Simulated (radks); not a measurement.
The numbers below are computed, except where a source is named.
Orbital eigenvalues (eV) of neutral strontium, [Kr] 5s2, at several levels of relativity; Dirac values are averaged over j with weights 2j + 1. Spin-unpolarised spherical Kohn-Sham, LDA (Slater exchange, Perdew-Wang correlation), point nucleus unless stated (finite: rms radius 4.224 fm), a radial shooting solver on a logarithmic mesh with Libxc functionals. A level marked "c x" has the speed of light scaled by that factor.

shell       non-rel.  scalar-rel.  scalar-rel., finite nucleus  Dirac, c x 100  change of magnitude, last against first (%)
1s            -15589       -15913                       -15913          -15589                                        0.00
2s           -2081.4      -2155.1                      -2155.1         -2081.5                                        0.00
2p           -1897.9      -1916.6                      -1916.6         -1897.9                                        0.00
3s           -320.31      -332.70                      -332.69         -320.32                                        0.00
3p           -253.11      -255.74                      -255.74         -253.11                                        0.00
3d           -130.97      -128.23                      -128.23         -130.97                                        0.00
4s           -39.596      -40.919                      -40.918         -39.596                                        0.00
4p           -22.975      -22.860                      -22.860         -22.975                                        0.00
5s           -3.5878      -3.6414                      -3.6414         -3.5879                                        0.00
4d (empty)   -1.6772      -1.4024                      -1.4025         -1.6772                                        0.00
5p (empty)   -1.3724      -1.3187                      -1.3188         -1.3724                                        0.00
